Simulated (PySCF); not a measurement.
Molecule: Si(H)(OMe)(NH2)2, CH8N2OSi, SMILES N[SiH](OC)N. Atoms near the plane z = 0.0 Å, at the B3LYP/def2-SVP optimised geometry (x, y, z in Å): Si1 (-1.5, -0.1, 0.0), N3 (-2.1, 1.5, 0.0), O4 (0.2, -0.1, 0.0), C5 (1.0, -1.3, -0.2), H9 (-1.9, 2.1, 0.8), H10 (-2.0, 2.0, -0.9), H12 (0.8, -2.1, 0.6), H13 (2.1, -1.0, -0.1).

Computed with B3LYP/def2-TZVP (PySCF). Cells within 0.4 Å of a nucleus heavier than hydrogen are left out (blank, or x). The values are rescaled to run from 0 to 1.

```
|0000000000000000000000000000000|
|0000000000000000000000000000000|
|0000000000000000000000000000000|
|0000001111110000000000000000000|
|0000112232221000000000000000000|
|0001233444432210000000000000000|
|0012345555543210000000000000000|
|0123456677654321000000000000000|
|0124567888765432100000000000000|
|02345789x9876433221000000000000|
|1234678xxx876543332210000000000|
|12345789xx876544444321000000000|
|0234567899876666665432100000000|
|0124567788876677876543211000000|
|0123456778987789997643332100000|
|012234567xxx889xx98655443210000|
|001234567xxx889xx98766654321000|
|0012345678987789998777765431000|
|0012345667766778888888976431000|
|000123456666556778xx98876431000|
|000123455555545678xx88765421000|
|0001223445444446788877654321000|
|0000123344433345678766543210000|
|0000012233322335667655432100000|
|0000001122222234555543321000000|
|0000000011111123344432110000000|
|0000000000000012223221000000000|
|0000000000000000111110000000000|
|0000000000000000000000000000000|
|0000000000000000000000000000000|
|0000000000000000000000000000000|
```
Scale: ten equal steps from 0.000 (start of '0') to 1.00 (end of '9'), in the order '0123456789'; x runs from -4.50 to 4.50, y from -4.50 (bottom) to 4.50 (top).

Question: Which quantity is mapped?
(A) Laplacian of the electron density
(B) an orbital amplitude
(C) log10 of the electron density
(D) electrostatic potential

Answer: C, log10 of the electron density. In full: log10 of the electron density (e/bohr³), floored at −4.
